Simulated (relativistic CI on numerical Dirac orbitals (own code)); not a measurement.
**Radial parameters of In²⁷⁺**

Computed by Dirac-Coulomb-Breit CI, orbitals from a KLI potential per configuration, a model potential for QED, unscaled Slater integrals (own radial code, finite nucleus).

Slater integrals F^k, G^k are unscaled and averaged over j, outside the closed core [Ne]; ζ comes from projecting the Hamiltonian with its Breit term on Σ l·s of the shell.

- 3s²3p⁶3d⁴: F^2(3d,3d) = 351260, F^4(3d,3d) = 226270, ζ(3d) = 30224 cm⁻¹; <r>(3d) = 0.2891, <r^2>(3d) = 0.09732 (bohr units).
- 3s²3p⁵3d⁵: ζ(3p) = 238410, F^2(3d,3d) = 350420, F^4(3d,3d) = 225700, F^2(3p,3d) = 309680, G^1(3p,3d) = 338470, G^3(3p,3d) = 223540, ζ(3d) = 29803 cm⁻¹; <r>(3p) = 0.3211, <r^2>(3p) = 0.119, <r>(3d) = 0.2897, <r^2>(3d) = 0.09774 (bohr units).
- 3s3p⁶3d⁵: F^2(3d,3d) = 350110, F^4(3d,3d) = 225500, G^2(3s,3d) = 255260, ζ(3d) = 30036 cm⁻¹; <r>(3s) = 0.3276, <r^2>(3s) = 0.1223, <r>(3d) = 0.2899, <r^2>(3d) = 0.09791 (bohr units).

Problem. Give the Racah parameters of the d shell in 3s²3p⁶3d⁴.

Solution. B = F²/49 − 5F⁴/441 = 4603 cm⁻¹ and C = 35F⁴/441 = 17958 cm⁻¹.

Averages of the first 10 configurations, taken without configuration mixing, which lowers the lowest level and can move excited configurations by several eV; other configurations of the list can lie among them:

```csv
Configuration,Parity,States,Average energy above the lowest level (eV)
3s²3p⁶3d⁴,even,210,30.3
3s²3p⁵3d⁵,odd,1512,230.3
3s3p⁶3d⁵,even,504,380.3
3s²3p⁶3d³4s,even,240,628.3
3s²3p⁶3d³4p,odd,720,682.2
3s²3p⁶3d³4d,even,1200,757.1
3s²3p⁶3d³4f,odd,1680,824.4
3s²3p⁵3d⁴4s,odd,2520,822.6
3s3p⁶3d⁴4s,even,840,973.9
3s²3p⁶3d²4s4p,odd,540,1300.7
```
